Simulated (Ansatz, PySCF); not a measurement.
Cd(Me) (CH₃Cd), SMILES [CH3][Cd] (connectivity only; charge and spin as stated), neutral, multiplicity 2. Atoms are numbered in the order given.

```xyz
5

Cd     0.0000     0.0000    -0.2783
C      0.0000     0.0000     2.0483
H      0.9056    -0.5228     2.3427
H     -0.9056    -0.5228     2.3427
H      0.0000     1.0457     2.3427
```
Charge 0, spin multiplicity 2.

Coordinates come from a B3LYP-D3(BJ)/def2-TZVP optimisation. The multiplicity is an assumed one; other spin states were not compared. The isomer is the one that the SMILES or the coordinates give; other isomers of the formula were not compared. The def2 effective core potentials stand for the cores of Cd; spin–orbit coupling is left out.

Two levels are set side by side: PBE-D3(BJ)/def2-TZVP (Ansatz, an electronic-structure program) and B3LYP-D3(BJ)/def2-TZVP (Ansatz). Each level has its own optimised geometry; the coordinates shown are those of the second. Frequencies come from the Hessian of PySCF at each geometry. Differences are taken from unrounded values.

```
quantity                            B3LYP-D3(BJ)
----------------------------------  ------------
mean bond length (Å)                       1.396
bond Cd1–C2 (Å)                            2.327
bond C2–H3 (Å)                             1.086
bond C2–H4 (Å)                             1.086
bond C2–H5 (Å)                             1.086
highest harmonic wavenumber (cm⁻¹)          3179
mean harmonic wavenumber (cm⁻¹)             1634
zero-point energy (kcal/mol)               21.02
```

Problem. What does PBE-D3(BJ) give, and how far is it from B3LYP-D3(BJ)? (An estimate is asked for; the answer gives what the named calculation found.)

Solution. 
```tsv
quantity	PBE-D3(BJ)	PBE-D3(BJ) minus B3LYP-D3(BJ)
mean bond length (Å)	1.391	-0.005
bond Cd1–C2 (Å)	2.279	-0.048
bond C2–H3 (Å)	1.095	0.009
bond C2–H4 (Å)	1.095	0.009
bond C2–H5 (Å)	1.095	0.009
highest harmonic wavenumber (cm⁻¹)	3116	-63
mean harmonic wavenumber (cm⁻¹)	1602	-32
zero-point energy (kcal/mol)	20.61	-0.41
```
